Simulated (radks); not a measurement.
Q: Excited configurations of the samarium ion Sm3+: one electron is placed in a higher orbital outside [Xe] 4f4. The ground configuration is [Xe] 4f5. Calculated with a radial shooting solver on a logarithmic mesh with Libxc functionals: Dirac Kohn-Sham, BLYP, spin-unpolarised, spherical densities, finite nucleus; open shells fill j = l - 1/2 first; Fermi nuclear charge, rms radius 5.0819 fm. Excitation = E - E(ground); binding = E(ion) - E, where the ion is the core of charge +4; n* = 4/sqrt(2 binding) in atomic units, and the quantum defect is n - n*.

| outer orbital | excitation (eV) | binding (eV) | n* | quantum defect | eigenvalue (eV) | <r> (bohr) |
|---|---|---|---|---|---|---|
| 5f5/2 | 27.529 | 14.388 | 3.890 | 1.110 | -11.803 | 4.111 |
| 6s1/2 | 13.985 | 27.932 | 2.792 | 3.208 | -24.375 | 3.079 |
| 6p1/2 | 18.872 | 23.045 | 3.073 | 2.927 | -19.961 | 3.481 |
| 6d3/2 | 26.431 | 15.486 | 3.749 | 2.251 | -13.407 | 4.707 |
| 6f5/2 | 32.395 | 9.522 | 4.781 | 1.219 | -8.182 | 7.259 |
| 7s1/2 | 26.785 | 15.133 | 3.793 | 3.207 | -13.440 | 5.578 |
| 7p1/2 | 28.708 | 13.209 | 4.060 | 2.940 | -11.657 | 6.176 |
| 7d3/2 | 32.037 | 9.880 | 4.694 | 2.306 | -8.640 | 7.795 |
| 7f5/2 | 35.218 | 6.699 | 5.700 | 1.300 | -5.869 | 11.04 |

Estimate the row for 5d3/2.

A: excitation (eV) 10.269; binding (eV) 31.648; n* 2.623; quantum defect 2.377; eigenvalue (eV) -26.398; <r> (bohr) 2.123. The Delta-SCF ionisation energy is 41.917 eV (NIST Atomic Spectra Database: 41.6 eV, semi-empirical). Self-interaction in the functional shifts the binding energies and quantum defects, so they are the method's values and not measured ones. Spin polarisation and multiplet splitting are left out, so open shells lie too high by an amount that depends on their filling.

Beside tabulated values, note that spin-unpolarised runs miss the spin-polarisation part of the exchange energy of open shells.
